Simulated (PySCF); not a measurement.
Compounds:

A. `C#CCn1ncc([SiH3])n1`
B. `C1(CC)=PC=CN1`
C. `InChI=1S/C5H7N3Si/c1-3-4-6-7-5(9)8(4)2/h1H,2,9H3`

Spectrum 1. 1H NMR (300 MHz, computed): δ 4.60 (s, 3H), 3.90 (s, 3H), 3.33 (s, 1H). 13C{1H} NMR (computed): δ 151.5 (C), 146.1 (C), 96.7 (CH), 76.2 (C), 31.2 (CH3).

Spectrum 2. 1H NMR (300 MHz, computed): δ 7.86 (s, 1H), 5.28 (d, 2H), 4.57 (s, 3H), 1.84 (t, 1H). 13C{1H} NMR (computed): δ 147.5 (CH), 141.0 (C), 82.6 (C), 82.0 (CH), 45.4 (CH2).

Spectrum 3. 1H NMR (300 MHz, computed): δ 8.54 (br s, 1H), 7.41 (m, 1H), 7.20 (m, 1H), 2.97 (m, 2H), 1.29 (t, 3H). 13C{1H} NMR (computed): δ 178.4 (C), 134.9 (CH), 128.4 (CH), 29.7 (CH2), 22.8 (CH3).

[PySCF: geometry from GFN2-xTB; PBE0/pcSseg-1 with gauge-including orbitals; one computed conformer; one averaged value for each set of equivalent atoms; no solvent model; relativity neglected]

Referencing at the same level of theory: 1H and 13C against TMS. Splittings of carbon signals by F and P are missing where no couplings were computed. Where no couplings were computed, multiplicities follow the n + 1 count of equivalent neighbours, and m marks all less simple cases (inequivalent or close neighbours, rings, F or P nearby). Shifts are as computed. Against solution values, carbons near 30 ppm lie about +3 ppm off and those near 130 ppm about +5 ppm. Of 1211 compounds with measured shifts, 218 miss one by over three times the rms of a fit or turn the order of signals round; such compounds aren't used in these exercises. OH and NH positions are gas-phase values without hydrogen bonding to other molecules.

**Question.** Match each spectrum to its structure.

**Answer.** 1–C, 2–A, 3–B.

- Spectrum 1 (C): 5 13C signals; δC 96.7 is a terminal alkyne carbon; δC 76.2 is an alkyne carbon.
- Spectrum 2 (A): 5 13C signals; δC 147.5 is an aromatic CH next to a ring nitrogen; δC 82.6 is an alkyne carbon.
- Spectrum 3 (B): 5 13C signals; δC 134.9 is an aromatic CH; δC 29.7 is an sp3 CH2 on an aromatic ring.
